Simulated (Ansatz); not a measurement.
Ansatz (a quantum-chemistry and plane-wave program) input (HF/def2-QZVPP):
A basis named .json is the Basis Set Exchange file of that set.

Ansatz 0.2 input:
```yaml
crystal:
  periodic: [false, false, false]
  atoms:
    - {symbol: Si, position_ang: [0.02753975, 1.03862246, 0.71309319]}
    - {symbol: H, position_ang: [-0.36034013, 2.35242851, 0.12511369]}
    - {symbol: Si, position_ang: [-0.00151251, -0.91693400, -0.54917638]}
    - {symbol: H, position_ang: [0.92469477, -0.82780926, -1.70569212]}
    - {symbol: H, position_ang: [-1.36482314, -1.21305851, -1.05615390]}
    - {symbol: H, position_ang: [0.43608710, -2.01519925, 0.34189710]}
basis:
  gaussian:
    orbitals: def2-QZVPP.json
hamiltonian:
  xc: hf
magnetization: {spin_polarized: true, initial_magnetization: 2}
```

Output:

```
Functional definition: HF
integrals: 0.16 GiB planned
1090 factors; their error is unknown
mean field: 1.20 GiB planned
mean field evaluation 1: about -15785.2133 eV, gradient 9.6e0 eV
mean field evaluation 2: about -15786.5008 eV, gradient 3.7e0 eV
mean field evaluation 4: about -15786.7920 eV, gradient 5.6e-1 eV
mean field evaluation 8: about -15786.8026 eV, gradient 1.2e-1 eV
mean field evaluation 16: about -15786.8564 eV, gradient 1.6e-5 eV
mean field -15786.85644129 eV, -580.1562735017 hartree, gradient 1.6e-5 eV, S^2 2.014265; 0 other end points of the search recorded, 0 dependent functions left out
reference -15786.85644129 eV, -580.1562735017 hartree; 17, 15 occupied and 243, 245 virtual orbitals, 1090 factors
Total energy: -15786.85644129 eV, -580.1562735017 hartree
```

This is an excited triplet: at this geometry the singlet lies 0.18 eV lower at RI-MP2/CBS(aug-cc-pV(T+d)Z,aug-cc-pV(Q+d)Z)+[CCSD(T)-MP2]/aug-cc-pV(T+d)Z.
